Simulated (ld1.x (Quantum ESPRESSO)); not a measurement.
# Te ultrasoft: all-electron and pseudo phase curves

```json
{
 "Element": "Te (Z = 52)",
 "Generator": "ld1.x (Quantum ESPRESSO) 7.5",
 "Type": "ultrasoft",
 "Functional": "PBE",
 "Relativity": "scalar-relativistic",
 "Frozen core": "[Ar] 3d10",
 "Valence charge": "24",
 "Reference configuration": "4s2 4p6 4d10 5s2 5p3 (charge +1)",
 "Partial waves": "4s (bound): rcut 1.00, rcutus 1.15 bohr; 5s (bound): rcut 1.00, rcutus 1.15 bohr; 4p (bound): rcut 1.15, rcutus 1.25 bohr; 5p (bound): rcut 1.15, rcutus 1.25 bohr; 4d (bound): rcut 1.10, rcutus 1.35 bohr; 4d channel at -3.4 Ry: rcut 1.10, rcutus 1.35 bohr",
 "Local potential": "all-electron potential smoothed inside 0.90 bohr (lloc = -1)",
 "Core correction": "a·sin(br)/r model core inside 0.80 bohr",
 "Augmentation charge": "built from norm-conserving waves at rcut, not smoothed further"
}
```

The phase is arctan(r·u′/u) with u = r·R(r), unwrapped; energies in Ry, scanned from -15 to 5 Ry. A pole is an energy at which the radial function vanishes at the test radius. The pseudo phase is shifted by a multiple of π to meet the all-electron one at the reference energy, and phase errors are pseudo minus all-electron; the curves can meet again beyond the range given. Levels narrower than the energy grid can be missing from the lists of poles.

Task: For each channel, where are the poles, and over which energies does the pseudopotential scatter like the atom?

Result:

| channel | radius (bohr) | reference energy (Ry) | poles, all-electron | poles, pseudo | unbroken range about the reference energy with phases within 0.05 rad | phase error 1 Ry above the reference energy (rad) |
| --- | --- | --- | --- | --- | --- | --- |
| s | 1.50 | -1.72 | -12.36 | -12.73, -10.32 | not even at the reference energy | +0.536 |
| p | 1.50 | -1.01 | -8.41 | -8.77, -2.77 | not even at the reference energy | +0.276 |
| d | 1.50 | -3.72 | -2.35 | -2.70 | not even at the reference energy | -0.054 |

A Bessel basis up to 400 Ry misses an occupied level by 3.42 Ry, so cutoffs and ghosts were not judged. Its overlap operator is not positive definite in a basis up to 400 Ry (lowest eigenvalue p -0.02), so the file is unfit for use: the generalised eigenproblem breaks down once the basis is large enough, and its test numbers describe a broken file. The potential misses its own reference levels by up to 4.7 eV, so it is not fit for use.

Phases in the d channel:

| E (Ry) | all-electron | pseudo |
| --- | --- | --- |
| -15.00 | 1.380 | 1.378 |
| -14.04 | 1.372 | 1.369 |
| -13.08 | 1.362 | 1.358 |
| -12.12 | 1.351 | 1.346 |
| -11.16 | 1.336 | 1.331 |
| -10.20 | 1.319 | 1.312 |
| -9.24 | 1.296 | 1.286 |
| -8.28 | 1.264 | 1.249 |
| -7.32 | 1.215 | 1.190 |
| -6.36 | 1.125 | 1.073 |
| -5.40 | 0.900 | 0.715 |
| -4.44 | -0.129 | -0.742 |
| -3.48 | -1.291 | -1.417 |
| -2.52 | -1.547 | -1.593 |
| -1.56 | -1.653 | -1.679 |
| -0.60 | -1.720 | -1.741 |
| 0.36 | -1.775 | -1.797 |
| 1.32 | -1.831 | -1.857 |
| 2.28 | -1.897 | -1.933 |
| 3.24 | -1.986 | -2.042 |
| 4.20 | -2.122 | -2.223 |
